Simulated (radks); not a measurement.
Q: The caesium anion Cs-, [Xe] 6s2, held by a Watson sphere: a shell of charge +1 at radius R that stands for the Madelung well of a crystal (potential energy -1/R inside, -1/r outside, in hartree with lengths in bohr). Calculated with a radial shooting solver on a logarithmic mesh with Libxc functionals: scalar-relativistic Kohn-Sham, LDA (Slater exchange, Perdew-Wang correlation), spin-polarised, spherical densities, finite nucleus; Fermi nuclear charge, rms radius of each element as measured or else 0.836 A^(1/3) + 0.57 fm. Response by self-consistent Sternheimer equations with the Hartree and adiabatic LDA kernel, the relativistic mass of each level held fixed and spin-orbit coupling left out. The sphere does not respond.

R (bohr)  e(5s) (eV)  e(5p) (eV)  e(6s) (eV)  <r> 6s (bohr)  sum of <r^2> (bohr^2)  X-ray form factor at sin(theta)/lambda = 0.2 1/angstrom  alpha (bohr^3)
2.66         -29.682     -16.399      -3.273          4.846                  104.0                                                   43.905           256.2
3.67         -27.931     -14.726      -3.201          4.989                  108.1                                                   43.869           279.2
3.77         -27.810     -14.605      -3.186          5.013                  108.7                                                   43.870           283.9
3.79         -27.787     -14.582      -3.183          5.018                  108.8                                                   43.870           284.9
4.95         -26.849     -13.618      -2.937          5.357                  116.6                                                   43.890           365.1
5.47         -26.601     -13.359      -2.807          5.520                  120.6                                                   43.898           412.9

Estimate the row for R = 4.94 bohr.

A: e(5s) (eV) -26.854; e(5p) (eV) -13.623; e(6s) (eV) -2.940; <r> 6s (bohr) 5.354; sum of <r^2> (bohr^2) 116.6; X-ray form factor at sin(theta)/lambda = 0.2 1/angstrom 43.890; alpha (bohr^3) 364.3.
